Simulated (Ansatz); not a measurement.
Mulliken charges of CH4BFO (`CB(O)F`) from r2SCAN/def2-TZVPP in Ansatz (PBE0-D4/def2-TZVP geometry).

| atom | x (Å) | y (Å) | z (Å) | charge (e) |
| --- | --- | --- | --- | --- |
| C1 | -0.376 | 0.898 | -0.278 | -0.285 |
| B2 | 0.325 | -0.466 | 0.004 | 0.463 |
| O3 | -0.051 | -1.270 | 1.025 | -0.318 |
| F4 | 1.336 | -0.873 | -0.780 | -0.296 |
| H5 | -0.786 | 0.910 | -1.292 | 0.073 |
| H6 | -1.179 | 1.109 | 0.427 | 0.077 |
| H7 | 0.353 | 1.713 | -0.236 | 0.073 |
| H8 | 0.471 | -2.077 | 1.075 | 0.213 |

**Question.** By hand: the dipole of these point charges (1 e Å = 4.8032 D).

**Answer.** Σ q r = (-0.144, 0.025, 0.136) e Å, of length 0.200 e Å = 0.96 D.

**Question.** How does the dipole of the full density compare? (An estimate is asked.)

**Answer.** The calculation gave: (-0.002, -0.068, 0.054) e Å, 0.42 D; the point charges give 2.29 times that, at 70° from its direction.

Point charges leave out the atoms' own dipoles, such as those of lone pairs, and Mulliken's split depends on the basis, so the two needn't agree.
